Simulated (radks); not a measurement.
Results of a calculation; reference values are marked as such.
The platinum anion Pt- inside a hard spherical wall (all orbitals vanish at R), configuration held at [Xe] 4f14 5d9 6s2 and not refilled when levels cross. Level of theory: scalar-relativistic Kohn-Sham, PBEsol, spin-polarised, spherical densities, finite nucleus; open shells are filled with parallel spins first (spin-orbit coupling, left out, can overturn this in heavy ions); Fermi nuclear charge, rms radius 5.427 fm (a radial shooting solver on a logarithmic mesh with Libxc functionals). Eigenvalues in eV for spin up, with the zero of energy where the potential of the charges vanishes at infinity; a dash marks a level that is unbound or too diffuse for the functional's potential to be trusted. A positive occupied level is held by the wall or, in an anion where self-interaction has pushed it up, behind a barrier. The pressure on the wall is -dE/dV.

| R (bohr) | E (hartree) | kinetic (hartree) | e(4f) | e(5p) | e(6s) | e(5d) | e(6p, empty) | e(7s, empty) | pressure (GPa) |
|---|---|---|---|---|---|---|---|---|---|
| 15 | -18404.6309 | 20513.837 | -63.530 | -49.544 | 0.295 | 0.324 | 3.199 | 3.256 | 0.000529 |
| 12 | -18404.6304 | 20513.841 | -63.474 | -49.486 | 0.344 | 0.381 | 3.763 | 4.374 | 0.00608 |
| 10 | -18404.6287 | 20513.852 | -63.344 | -49.354 | 0.459 | 0.509 | 4.313 | 5.860 | 0.0392 |
| 7 | -18404.6051 | 20513.986 | -62.423 | -48.431 | 1.288 | 1.377 | 6.286 | 12.082 | 1.12 |
| 5 | -18404.4379 | 20514.772 | -59.129 | -45.254 | 4.446 | 4.262 | 11.553 | 28.118 | 20.3 |
| 3.5 | -18403.3393 | 20519.212 | -48.117 | -35.388 | 17.032 | 13.546 | 29.584 | 76.297 | 356 |
| 3 | -18401.8587 | 20524.820 | -38.665 | -27.470 | 30.304 | 21.776 | 47.478 | 119.11 | 1170 |
| 2.5 | -18397.9933 | 20539.116 | -21.333 | -13.423 | 59.794 | 37.859 | 85.218 | 202.11 | 4690 |
| 1.5 | -18337.7217 | 20740.242 | 95.981 | 103.39 | 369.44 | 182.63 | 435.43 | 868.50 | 199000 |
